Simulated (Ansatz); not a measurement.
Program: Ansatz. Geometries: PBE0-D4/def2-TZVP. ΔE: electronic, gas phase. CCSD(T)/CBS is the MP2 limit (def2-TZVPP, def2-QZVPP) plus CCSD(T) − MP2 in def2-TZVPP, frozen cores. This one scheme is used for every species. Functionals use def2-TZVPP. For Ga outer-core shells are correlated without core-valence functions, which leaves a few kJ/mol of doubt a bond. Scalar relativity is left out up to krypton. Each species was taken in one conformer, which may not be the lowest.

`C[NH][GaH][CH3]` + `N[SiH](O)O` → `CO[SiH](N)O` + `C[NH][GaH2]`  (substitution at a C–Ga bond)

```json
{"level": "BHLYP-D4", "ΔE (eV)": "0.83"}
{"level": "CAM-B3LYP", "ΔE (eV)": "0.83"}
```

(1) What does CCSD(T)/CBS give? (Estimate.)

Largest T1 diagnostic among the species: 0.015.

## Answers

(1) Ansatz gave: +0.98 eV. The listed levels differ from it by -0.15, -0.15 eV.

Leaving LDA and LC-ωPBE aside and taking each functional with its dispersion term where it has one, the values, not all of them listed here, spread over 0.15 eV, from B97M-V to PBE-QIDH. In def2-TZVPP, CCSD(T) changes the Hartree–Fock value by +0.20 eV (the triples alone add +0.02 eV) and MP2 by +0.29 eV. At CCSD(T), def2-SVP lies −0.27 eV from the extrapolated value and def2-TZVPP −0.05 eV.
